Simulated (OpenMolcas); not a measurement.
Mo5+: moving or changing the point charges

Mo5+ among 4 point charges of -1 e arranged as a tetrahedron (Td), 2.02 Å from the ion.

```yaml
Program: OpenMolcas 26.06
Method: "SS-CASPT2, IPEA 0.25 Eh, imaginary shift 0.1 Eh (closed shells correlated: 4s 4p)"
Basis: ANO-RCC-VDZP [6s5p3d1f]
Scalar_Hamiltonian: DKH2, point nucleus
Active_space: 1 electron in 5 orbitals (4d)
State_averaging: 2S+1 = 2 even, 5 roots
Spin-orbit_coupling: state interaction with AMFI integrals over the reference wave functions
```

Runs around this geometry, states (labels of Td). Energies in cm-1 above the lowest state or level, χT in cm3 K/mol; 10Dq is the gap between the two states; 10Dq is negative for this site.

```csv
R (Å),q (e),Ground state,First state of that spin,10Dq,First gap with spin-orbit (degeneracies),χT at 300 K
2.02,-0.65,2E,2T2 1260,-1260,"2610 (4, 4)",0.270
1.94,-1,2E,2T2 2180,-2175,"3000 (4, 4)",0.229
2.02,-1,2E,2T2 1800,-1796,"2810 (4, 4)",0.244
2.12,-1,2E,2T2 1420,-1421,"2660 (4, 4)",0.262
```

Taking |10Dq| as R^-n, n = -ln(1421 / 2175) / ln(2.12 / 1.94) = 4.8 between the shortest and longest distance. The point-charge formula for a cubic d site gives n = 5.

Scaling the charges by -0.65 / -1 = 0.65 scales |10Dq| by 1260 / 1796 = 0.70; with fixed orbitals a first-order splitting would follow the charge.

Roots that are degenerate in the reference are averaged as groups; the widest CASPT2 spread within a group is 120 cm-1 (the 3-fold group of multiplicity 2 near 2180 cm-1 above the lowest state of its run, R = 1.94, q = -1). Shifts and gaps below about the spread of the groups concerned are not significant. An orbital doublet at a regular site is open to a Jahn-Teller distortion, which this geometry leaves out. The ground term spreads over less than 5000 cm-1, several times less than with real ligands, so orbital moments are less quenched and χT lies further from the spin-only value than at real sites. Free-ion shares, where given, are those of the reference states; single-state CASPT2 does not remix them. Spin-orbit coupling mixes the spin-free states strongly: the lowest level takes only 64 % from its leading state, 2E (figures for R = 2.02, q = -0.65; the like holds for R = 2.12, q = -1). Point charges carry no covalency, so the field is a model and not that of real ligands. No measured value stands beside these numbers.
